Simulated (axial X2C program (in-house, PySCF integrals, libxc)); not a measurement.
# TiCl⁻: from the spin-free to the two-component result

Computed with an in-house relativistic program for diatomic molecules. Spin-free means the one-electron spin-free X2C Hamiltonian; two-component (2c) means X2C with spin–orbit coupling and atomic mean-field two-electron Coulomb and Gaunt terms, so the difference of the two also holds small scalar two-electron terms. Basis: Ti dyall-acv3z [11s11p7d4f2g], Cl dyall-av3z [9s8p3d2f] (cores contracted in-house); Gaussian nuclei, density fitting, unrestricted open shells. Masses: Ti 47.948 u, Cl 34.969 u.

Spin-free state: M_S = 1, Λ = 3 (beyond evenly filled blocks: π+α, δ+α); fragments Ti + Cl-.

| level | Re (Å) | ωe (cm⁻¹) | De (eV) | μ (D) |
| --- | --- | --- | --- | --- |
| PBE0 | 2.345 | 328.5 | 2.033 | 3.60 |
| LDA | 2.251 | 367.2 | n/a | 3.39 |

Dipoles are positive if Cl is the positive end and refer to the centre of mass.

Two-component determinant lowest at the distance of the search:

Ω = 2 (⟨Sz⟩ = -1.00, ⟨Lz⟩ = 3.00 at PBE0); fragments Ti + Cl-.

| level | Re (Å) | ωe (cm⁻¹) | μ (D) |
| --- | --- | --- | --- |
| PBE0 | 2.345 | 328.5 | 3.60 |
| LDA | 2.251 | 367.3 | 3.39 |

Task: From the two tables, how do the constants change at the PBE0 level (2c against spin-free)?

Result: At the PBE0 level Re is unchanged within 0.001 Å and ωe is unchanged to within 0.2 cm⁻¹.

One determinant describes the state; a PBE0 search over occupations chose it and may have missed a lower one. Dissociation energies refer to the lowest single-determinant-based atoms at the same level and basis. De is not given where an atomic determinant may have missed its ground term or J level, or where the truncated virtual space spoils (T). Density functionals use the spin component along the axis (collinear). PBE0 can misorder states that lie within some tenths of an eV, so this need not be the ground state of the molecule. The nearest other spin-free determinant of the search, M_S = 1, Λ = 0, lies 0.015 eV up at the distance of the search. The functionals have no current-density term, which raises determinants with orbital currents, atoms included. With several unpaired electrons one determinant need not be a pure state. A state of lower Ω lies just above, and one determinant can place such states too high, so the state shown need not be the lowest. The search has Ω = 1 only 0.04 eV up. At some level and bond length an empty orbital lies below a filled one. The highest occupied level of some functionals is positive through self-interaction error; at Hartree–Fock it is bound. The determinant is spin-polarised beyond a pure state at some levels (its spin-free form has ⟨S²⟩ too high), which makes Re and μ there less reliable.
